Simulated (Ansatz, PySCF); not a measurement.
Energy difference R1 + R2 → P1 + P2, each structure at its B3LYP-D3(BJ)/def2-TZVP stationary point, reached from a drawn start (curvature not checked).
R1: SiH4 (SMILES [SiH4]), charge 0, multiplicity 1.
P1: Si2H6 (SMILES [SiH3][SiH3]), charge 0, multiplicity 1.
R2: FH3Si (SMILES F[SiH3]), charge 0, multiplicity 1.
P2: HF (SMILES F), charge 0, multiplicity 1.

P less R. No zero-point or thermal terms.

Frozen-core correlation throughout.

Codes used: Ansatz (a quantum-chemistry and plane-wave program); PySCF for the D3/D4 terms. No computed number here is a measurement.

| level | reaction energy (kJ/mol) |
|---|---|
| HF/cc-pV(Q+d)Z | 161.3 |
| PBE-D4/def2-TZVPP | 101.9 |
| B3LYP/def2-TZVPP | 134.2 |
| PBE0-D3(BJ)/def2-TZVPP | 106.6 |
| BHLYP-D4/def2-TZVPP | 136.5 |
| CAM-B3LYP-D3(BJ)/def2-TZVPP | 135.3 |
| SCS-MP2/cc-pV(T+d)Z | … |
| CCSD/cc-pV(Q+d)Z | … |
| CCSD(T)/cc-pV(Q+d)Z | … |

Q: Fill in the missing entries.

A: 
- SCS-MP2/cc-pV(T+d)Z, reaction energy (kJ/mol): 141.4
- CCSD/cc-pV(Q+d)Z, reaction energy (kJ/mol): 133.0
- CCSD(T)/cc-pV(Q+d)Z, reaction energy (kJ/mol): 128.8
